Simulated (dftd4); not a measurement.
HB, charge -1, doublet, at the geometry of the source list (a state made from the parent by changing its charge; the spin is typed, not shown lowest); D4 for blyp run with dftd4 4.2.0.

Input for dftd4:
```
$ dftd4 mol.xyz --func blyp --charge -1 --json dftd4.json --noedisp --property

# file mol.xyz
2

B      0.32270000     0.09790000    -0.47190000
H     -0.32270000    -0.09790000     0.47190000
```

Q: Write the output that dftd4 gives for this input, abridged.

A: 
```
                    ____  _____ _____     ____  _  _
      -------------|  _ \|  ___|_   _|---|  _ \| || |------------
     |             | | | | |_    | | ___ | | | | || |_           |
     |             | |_| |  _|   | ||___|| |_| |__   _|          |
     |             |____/|_|     |_|     |____/   |_|            |
     |             ===================================           |
     |            E. Caldeweyher, S. Ehlert & S. Grimme          |
     |          Mulliken Center for Theoretical Chemistry        |
     |                    University of Bonn                     |
      -----------------------------------------------------------

Rational (Becke-Johnson) damping: blyp-D4-ATM
---------------------
  s6         1.0000
  s8         2.3408
  s9         1.0000
  a1         0.4449
  a2         4.0933
 alp        16.0000
--------------------

Atomic data, radii in Ångström:
------------------------------------------------------
   Z          R(cov)      r4/r2   hardness         EN
------------------------------------------------------
   5 B        1.0267     1.9286     0.3395     2.0400
   1 H        0.4267     1.0622     0.4726     2.2000
------------------------------------------------------

Atomic reference systems (in atomic units):
----------------------------------------------------------------------------
   Z        #      CN     q+Z       C6(AA)   #      CN     q+Z       C6(AA)
----------------------------------------------------------------------------
   5 B      1  0.0000  5.0000     108.2943   2  0.9302  4.8954      83.5174
            3  1.8632  4.7985      66.2710   4  2.7915  4.7178      46.1170
            5  4.4133  4.6596      44.5254
   1 H      1  0.0000  1.0000       7.6362   2  0.8942  1.0000       3.0374
----------------------------------------------------------------------------

Atomic properties (in atomic units):
----------------------------------------------------------------------------
     #    Z              CN          q      C6(AA)        C8(AA)   alpha(0)
----------------------------------------------------------------------------
     1    5 B        0.9420    -0.8837    172.1985     6861.4881    26.5665
     2    1 H        0.9420    -0.1163      6.1611       74.4777     3.8805
----------------------------------------------------------------------------

Molecular properties (in atomic units):
----------------------------------------
 molecular C6                 241.9982
 molecular C8                8332.6528
----------------------------------------

Dispersion energy:      -1.3419790439229E-03 Eh

[Info] JSON dump of results written to 'dftd4.json'
```
